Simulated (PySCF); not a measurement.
# From computed data to an observable: dipole moment from atomic charges

Sb(H)(TeH)2 (H3SbTe2), SMILES [TeH][SbH][TeH]. Atoms are numbered in the order given.

```xyz
6

Sb     0.0229    -1.1428     0.0000
H     -1.6928    -1.1736     0.0000
Te    -0.0255     0.5665    -2.1920
H      1.5900     0.2684    -2.4690
Te    -0.0255     0.5665     2.1920
H      1.5900     0.2684     2.4690
```

Geometry: PBE0-D3(BJ)/def2-SVP. The structure was generated by enumeration; whether it is a known compound was not checked. The def2 effective core potentials stand for the cores of Sb, Te; spin–orbit coupling is left out.

Charges (e) from PBE/def2-TZVP (PySCF):

| atom | ESP fit | Mulliken |
|---|---|---|
| Sb1 | 0.036 | 0.180 |
| H2 | 0.071 | 0.004 |
| Te3 | -0.130 | -0.155 |
| H4 | 0.077 | 0.063 |
| Te5 | -0.130 | -0.155 |
| H6 | 0.077 | 0.063 |

The dipole moment of the full density is 0.92 D.

Task: What dipole moment does each set of point charges give, and which comes closer to that of the density?

Result: 
μ = Σ q r, and 1 e Å = 4.8032 D.
ESP fit: Σ q r = (0.132, -0.230, 0.000) e Å, |μ| = 1.28 D.
Mulliken: Σ q r = (0.206, -0.352, 0.000) e Å, |μ| = 1.96 D.
ESP fit comes closer in size. Point charges leave out the atoms' own dipoles (lone pairs, polarised bonds); fits to the potential absorb them, partitions of the density don't.
